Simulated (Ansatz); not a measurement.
The cluster Be₄S₄⁺, 8 atoms. Hardware: 4 threads of Intel Xeon Platinum 8488C on a shared host.

Correlated methods freeze 20 core orbitals.

(1) How many basis functions does each of these Ansatz runs have, and roughly what does it cost? HF/STO-3G, charge 1 doublet, energy; PBE0-D4/def2-TZVP, charge 1 doublet, energy, from earlier orbitals; revPBE-D4/def2-TZVP, charge 1 doublet, energy, from earlier orbitals; CCSD(T)/def2-SVP, charge 1 doublet, energy, from earlier orbitals; LC-ωPBE/def2-TZVP, charge 1 doublet, energy, from earlier orbitals; r2SCAN-D4/def2-TZVP, charge 1 doublet, energy, from earlier orbitals; MP2/def2-TZVP, charge 1 doublet, energy, from earlier orbitals; PBE-D4/def2-SVP, charge 1 doublet, relaxation, 13 steps; PBE-D4/def2-SVP, charge 1 doublet, energy, from earlier orbitals; PBE-D4/def2-TZVP, charge 1 doublet, energy and forces, from earlier orbitals; B97M-V/def2-TZVP, charge 1 doublet, energy, from earlier orbitals; PBE0-D4/def2-SVP, charge 1 doublet, energy with a search over starts.

Answers

(1) Other jobs shared the machine, so times can vary by a factor of up to 3. A dash marks memory too small to be measured apart from the calling script's.

```tsv
run	functions	fitting or Cholesky vectors	wall time	peak host memory (GiB)
HF/STO-3G, charge 1 doublet, energy	56	707	0.55 s	–
PBE-D4/def2-SVP, charge 1 doublet, energy, from earlier orbitals	108	1356	1.3 s	–
revPBE-D4/def2-TZVP, charge 1 doublet, energy, from earlier orbitals	224	1608	3.1 s	–
PBE-D4/def2-TZVP, charge 1 doublet, energy and forces, from earlier orbitals	224	1608	3.5 s	–
PBE0-D4/def2-SVP, charge 1 doublet, energy with a search over starts	108	1144	4.2 s	–
MP2/def2-TZVP, charge 1 doublet, energy, from earlier orbitals	224	1480	5.5 s	0.72
r2SCAN-D4/def2-TZVP, charge 1 doublet, energy, from earlier orbitals	224	1608	7 s	–
LC-ωPBE/def2-TZVP, charge 1 doublet, energy, from earlier orbitals	224	1608	7.5 s	0.79
PBE0-D4/def2-TZVP, charge 1 doublet, energy, from earlier orbitals	224	1648	7.5 s	1
B97M-V/def2-TZVP, charge 1 doublet, energy, from earlier orbitals	224	1608	12 s	0.69
PBE-D4/def2-SVP, charge 1 doublet, relaxation, 13 steps	108	1356	16 s	–
CCSD(T)/def2-SVP, charge 1 doublet, energy, from earlier orbitals	108	1144	19 s	1.1
```
